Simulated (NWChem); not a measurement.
Molecule: GeH$_{2}$, singlet; SMILES [GeH2]

Low-valent species are run as closed-shell singlets; no triplet was tried in these runs.

Task: Give the equilibrium geometry at PBE0/def2-SVP (NWChem) as a Z-matrix, with the point group.

Result: point group C2v; any orientation.
```
Ge
H 1 1.5974
H 1 1.5974 2 90.70
```
